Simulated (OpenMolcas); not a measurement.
**Ir5+: moving or changing the point charges**

Ir5+ among 6 point charges of -1.5 e arranged as a tetragonal octahedron (D4h), 1.92 Å from the ion, with the axial distance 2.093 Å.

```yaml
Program: OpenMolcas
Method: "SS-CASPT2, IPEA 0.25 Eh, imaginary shift 0.1 Eh (closed shells correlated: 5s 5p)"
Basis: ANO-RCC-VTZP [8s7p5d3f1g]
Scalar_Hamiltonian: DKH2, point nucleus
Active_space: 4 electrons in 5 orbitals (5d)
State_averaging: 2S+1 = 5 even, 5 roots; 2S+1 = 3 even, 45 roots; 2S+1 = 1 even, 50 roots
Spin-orbit_coupling: RASSI with atomic mean-field integrals over the reference wave functions
```

Runs around this geometry, states (labels of D4, the rotations of D4h). Energies in cm-1 above the lowest state or level, χT in cm3 K/mol.

```json
{"R (Å)": "1.92", "q (e)": "-0.75", "Axial / equatorial distance": "1.09", "Ground state": "5B1", "First state of that spin": "5A1 2280", "First gap with spin-orbit (degeneracies)": "5120 (1, 1)", "χT at 300 K": "0.044", "First state of another spin": "3E 17340"}
{"R (Å)": "1.8", "q (e)": "-1.5", "Axial / equatorial distance": "1.09", "Ground state": "5B1", "First state of that spin": "5A1 5490", "First gap with spin-orbit (degeneracies)": "4180 (1, 1)", "χT at 300 K": "0.072", "First state of another spin": "3E 13870"}
{"R (Å)": "1.92", "q (e)": "-1.5", "Axial / equatorial distance": "1.09", "Ground state": "5B1", "First state of that spin": "5A1 4500", "First gap with spin-orbit (degeneracies)": "4430 (1, 1)", "χT at 300 K": "0.059", "First state of another spin": "3E 15590"}
{"R (Å)": "2.01", "q (e)": "-1.5", "Axial / equatorial distance": "1.09", "Ground state": "5B1", "First state of that spin": "5A1 3900", "First gap with spin-orbit (degeneracies)": "4620 (1, 1)", "χT at 300 K": "0.053", "First state of another spin": "3E 16450"}
{"R (Å)": "1.92", "q (e)": "-1.5", "Axial / equatorial distance": "1.18", "Ground state": "5B1", "First state of that spin": "5B2 7340", "First gap with spin-orbit (degeneracies)": "3700 (1, 1)", "χT at 300 K": "0.072", "First state of another spin": "3E 17130"}
```

Taking the first state of the same spin as R^-n, n = -ln(3900 / 5490) / ln(2.01 / 1.8) = 3.1 between the shortest and longest distance.

Scaling the charges by -0.75 / -1.5 = 0.50 scales the first state of the same spin by 2280 / 4500 = 0.51; with fixed orbitals a first-order splitting would follow the charge.

Point charges give a weaker field than real ligands, and real ions of this kind are as a rule low spin; the high spin found here belongs to the model. Free-ion shares, where given, are those of the reference states; single-state CASPT2 does not remix them. Spin-orbit coupling mixes the spin-free states strongly: the lowest level takes only 19 % from its leading state, 5B1 (figures for R = 1.92, q = -0.75, ratio = 1.09; the like holds for R = 1.8, q = -1.5, ratio = 1.09, R = 1.92, q = -1.5, ratio = 1.09, R = 2.01, q = -1.5, ratio = 1.09, R = 1.92, q = -1.5, ratio = 1.18). The ground term spreads over less than 5000 cm-1, several times less than with real ligands, so orbital moments are less quenched and χT lies further from the spin-only value than at real sites (holds for R = 1.92, q = -0.75, ratio = 1.09). This shell can be high or low spin here, a state of another spin lies low, and with metal d orbitals alone active their balance is uncertain, so the ground spin may be wrong (holds for R = 1.8, q = -1.5, ratio = 1.09). Point charges carry no covalency, so the field is a model and not that of real ligands. No measured value stands beside these numbers.
